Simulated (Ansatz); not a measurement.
**Relaxing a trial structure of C3H8AlNSi**

The starting geometry of this gas-phase singlet was optimised with GFN2-xTB.

```yaml
atoms:
  - { symbol: C, position_ang: [2.0170, -0.5593, -2.2420] }
  - { symbol: C, position_ang: [-1.1560, 0.2704, -0.8136] }
  - { symbol: C, position_ang: [-0.2869, 0.9834, 0.0567] }
  - { symbol: Al, position_ang: [0.4022, -0.9780, -1.1758] }
  - { symbol: N, position_ang: [0.4757, 1.4858, 0.7609] }
  - { symbol: Si, position_ang: [-2.6267, -0.4514, 0.1789] }
  - { symbol: H, position_ang: [2.6164, -1.4559, -2.4402] }
  - { symbol: H, position_ang: [1.7910, -0.1050, -3.2153] }
  - { symbol: H, position_ang: [2.6748, 0.1490, -1.7224] }
  - { symbol: H, position_ang: [0.2384, -2.3130, -0.4178] }
  - { symbol: H, position_ang: [-1.5090, 0.9440, -1.6013] }
  - { symbol: H, position_ang: [-3.3188, 0.6303, 0.8867] }
  - { symbol: H, position_ang: [-3.5316, -1.0589, -0.8046] }
  - { symbol: H, position_ang: [-2.1337, -1.4458, 1.1362] }
```

Task: Where would you expect an optimisation with PBE0-D3(BJ)/def2-SVP to take it?

Result: It keeps its bonds.

The energy falls by 0.18 eV over 23 steps:

| step | E − E(last) (eV) |
| --- | --- |
| 1 | 0.178 |
| 3 | 0.034 |
| 6 | 0.004 |
| 8 | 0.002 |
| 11 | 0.001 |
| 13 | 0.000 |
| 16 | 0.000 |
| 18 | 0.000 |
| 21 | 0.000 |
| 23 | 0.000 |

Final geometry (Å):

```json
{"atom": "C", "x (Å)": "1.7954", "y (Å)": "-0.5621", "z (Å)": "-2.3682"}
{"atom": "C", "x (Å)": "-0.9447", "y (Å)": "0.3184", "z (Å)": "-0.5974"}
{"atom": "C", "x (Å)": "-0.1350", "y (Å)": "0.9361", "z (Å)": "0.4154"}
{"atom": "Al", "x (Å)": "0.4771", "y (Å)": "-1.0317", "z (Å)": "-1.0176"}
{"atom": "N", "x (Å)": "0.6207", "y (Å)": "1.3051", "z (Å)": "1.2227"}
{"atom": "Si", "x (Å)": "-2.5870", "y (Å)": "-0.3814", "z (Å)": "0.0203"}
{"atom": "H", "x (Å)": "2.6862", "y (Å)": "-1.2081", "z (Å)": "-2.3338"}
{"atom": "H", "x (Å)": "1.3656", "y (Å)": "-0.6444", "z (Å)": "-3.3819"}
{"atom": "H", "x (Å)": "2.1255", "y (Å)": "0.4829", "z (Å)": "-2.2463"}
{"atom": "H", "x (Å)": "0.4126", "y (Å)": "-2.3783", "z (Å)": "-0.1849"}
{"atom": "H", "x (Å)": "-1.0988", "y (Å)": "1.0075", "z (Å)": "-1.4442"}
{"atom": "H", "x (Å)": "-3.5139", "y (Å)": "0.6969", "z (Å)": "0.4767"}
{"atom": "H", "x (Å)": "-3.2190", "y (Å)": "-1.1165", "z (Å)": "-1.1176"}
{"atom": "H", "x (Å)": "-2.3319", "y (Å)": "-1.3288", "z (Å)": "1.1431"}
```

The end wasn't checked by frequencies. Run with Ansatz 0.2.0, 4.6 min on 2 threads of Intel(R) Xeon(R) Processor @ 2.50GHz (Skylake/Cascade Lake), with other jobs on the host.
